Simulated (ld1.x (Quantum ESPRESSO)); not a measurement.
**What one change does to a pseudopotential (Pd, RRKJ)**

- Element: Pd (Z = 46)
- Generator: ld1.x (Quantum ESPRESSO) 7.5
- Type: norm-conserving RRKJ (Kleinman–Bylander form)
- Functional: PBE
- Relativity: scalar-relativistic
- Frozen core: [Ar] 3d10
- Valence charge: 18
- Reference configuration: 4s2 4p6 4d10 5s0 5p0
- Partial waves: 4p (bound): rc 1.65 bohr; 4d (bound): rc 1.45 bohr; 4s (bound): rc 1.20 bohr
- Local potential: the s channel
- Core correction: Bessel-smoothed model core, default radius (core density twice the valence density)
- rho0: 0.01

Change: all radii but the core radius scaled by about 1.14 (s 1.38, p 1.88, d 1.66 bohr).

Cutoffs: the cutoffs (Ry, on a coarse ladder) from which the occupation-weighted sum of valence levels, in a spherical-Bessel basis at the reference potential, stays within 10 and 1 mRy of its value at 400 Ry; they do not see the model core or the augmentation charge, which bear on the density cutoff. Errors are all-electron minus pseudo energies relative to the spin-unpolarised reference configuration.

Q: How do hardness, ghosts and transferability respond?

A: The potential gets softer (110 Ry and 180 Ry → 80 Ry and 100 Ry); of the 7 tests that both files solve, the error grows in 6 and shrinks in 0 by more than 15 % and 0.3 meV (median size 30.0 → 59.7 meV); neither file shows a bound ghost. A larger radius leaves more room for a smooth pseudo-wave, so fewer plane waves are needed. More of the atom is replaced by a form fitted at one configuration, so other configurations suffer.

```tsv
quantity	base	changed
cutoff, loose	110 Ry	80 Ry
cutoff, tight	180 Ry	100 Ry
loose cutoff by channel (10 mRy a level)	p 30 Ry, d 50 Ry, s 100 Ry	p 30 Ry, d 45 Ry, s 70 Ry
bound ghosts	none	none
error for 4s2 4p6 4d9 5s0 5p0, meV [ΔE 9.12 eV]	+1.2	+3.7
error for 4s2 4p6 4d8 5s0 5p0, meV [ΔE 29.93 eV]	+7.5	+23
error for 4s2 4p6 4d7 5s0 5p0, meV [ΔE 64.29 eV]	+30	+81
error for 4s2 4p6 4d9 5s1 5p0, meV [ΔE 1.50 eV]	+238	+723
error for 4s1 4p6 4d10 5s0 5p0, meV [ΔE 91.57 eV]	-60	-137
error for 4s2 4p5 4d10 5s0 5p0, meV [ΔE 57.17 eV]	-66	-60
error for 4s2 4p6 4d9.5 5s0 5p0, meV [ΔE 3.23 eV]	+0.4	+0.9
```
